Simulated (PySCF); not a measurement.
Atom-mapped SMILES (the numbers label the heavy atoms): `[NH2:1][C:2](=[O:3])[C:4]#[C:5][SiH3:6]` (H(Xn): hydrogen on atom n). Ha(N1) is cis to the C=O or C=S heteroatom; Hb(N1) is trans to the C=O or C=S heteroatom.

Geometry: PBE0-D3(BJ)/def2-SVP; GIAO absolute shieldings from PySCF, gas phase, non-relativistic, averaged over equivalent atoms.

At PBE0/cc-pVDZ (113 basis functions, 9.5 s wall time on 1 thread of an Arm Neoverse V1, shared host):
```tsv
atoms	σ (ppm)
N1	162.6
C2	53.8
C4	93.5
C5	118.8
O3	-66.6
Si6	506.8
Hb(N1)	26.77
H(Si6)	27.09
Ha(N1)	27.23
```

**Question.** Estimate the result of repeating the calculation with CAM-B3LYP/pcSseg-2.

**Answer.** 
```
 atoms  σ at CAM-B3LYP/pcSseg-2  change
    N1                    143.2   -19.4
    C2                     21.0   -32.8
    C4                     71.0   -22.5
    C5                     94.7   -24.1
    O3                   -105.5   -38.9
   Si6                    427.5   -79.3
Hb(N1)                    26.21   -0.56
H(Si6)                    27.18   +0.09
Ha(N1)                    26.60   -0.63
```

The largest change is at Si6 (silicon bonded to C, 3 H). Cost: 293 basis functions, 49 s wall time on 1 thread of an Arm Neoverse V1, shared host. The order of the carbon signals is the same at both levels.

The C=O carbon of an acid or of an amide with N–H lies up to 10 ppm further downfield in solution, through hydrogen bonding that the calculation lacks.
